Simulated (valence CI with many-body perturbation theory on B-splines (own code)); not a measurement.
**Sm⁵⁶⁺: fill in the table**

Method: valence CI with perturbative core correlation (CI+MBPT): four valence electrons over a frozen Dirac-Fock core [He], a basis of 11 s, 11 p, 9 d, 7 f, 5 g, 2 h, 1 i functions for each j, with the one-electron correlation potential Σ1 (screened to all orders), the two-electron term Σ2, the three-electron term Σ3, Breit, model QED; selected single and double excitations, second order for the rest (own B-spline code, finite nucleus).

No measured spectrum was set against this ion. As an estimate, large intervals hold to a few tenths of a per cent, small ones and those within an open d or f shell to about a per cent. Among the levels kept, up to 250 cm⁻¹ of a level comes from second order outside the variational space, and about a tenth of that is noise between levels of different J, which matters for small intervals.

| Level | E (eV) |
| --- | --- |
| (2s^2 2p1/2^2) J=0 | 0.0 |
| (2s^2 2p1/2 2p3/2) J=1 | 625.4 |
| (2s^2 2p1/2 2p3/2) J=2 | ? |
| (2s 2p1/2^2 2p3/2) J=2 | ? |
| (2s 2p1/2^2 2p3/2) J=1 | ? |
| (2s^2 2p3/2^2) J=2 | ? |
| (2s^2 2p3/2^2) J=0 | 1333.1 |
| (2s 2p1/2 2p3/2^2) J=2 [a] | 1457.4 |
| (2s 2p1/2 2p3/2^2) J=3 | 1497.0 |
| (2s 2p1/2 2p3/2^2) J=0 | 1543.3 |
| (2s 2p1/2 2p3/2^2) J=1 [a] | 1561.4 |
| (2s 2p1/2 2p3/2^2) J=2 [b] | ? |
| (2s 2p1/2 2p3/2^2) J=1 [b] | 1574.9 |
| (2p1/2^2 2p3/2^2) J=2 | 1814.6 |
| (2p1/2^2 2p3/2^2) J=0 | 1866.9 |
| (2s 2p3/2^3) J=2 | 2166.6 |
| (2s 2p3/2^3) J=1 | 2234.9 |
| (2p1/2 2p3/2^3) J=1 | 2451.6 |
| (2p1/2 2p3/2^3) J=2 | 2469.2 |
| (2p3/2^4) J=0 | ? |

Levels are named by their leading jj configuration (3d3/2^4 stands for four electrons in 3d with j = 3/2), which in mixed levels can hold well under half, so a name can repeat and another be missing. Letters in brackets count levels of one name in rising energy.

(1) The levels stand in rising order. What does the calculation give for the missing energies?

## Answers

(1) (2s^2 2p1/2 2p3/2) J=2 642.6; (2s 2p1/2^2 2p3/2) J=2 853.9; (2s 2p1/2^2 2p3/2) J=1 924.9; (2s^2 2p3/2^2) J=2 1284.1; (2s 2p1/2 2p3/2^2) J=2 [b] 1571.5; (2p3/2^4) J=0 3132.9.
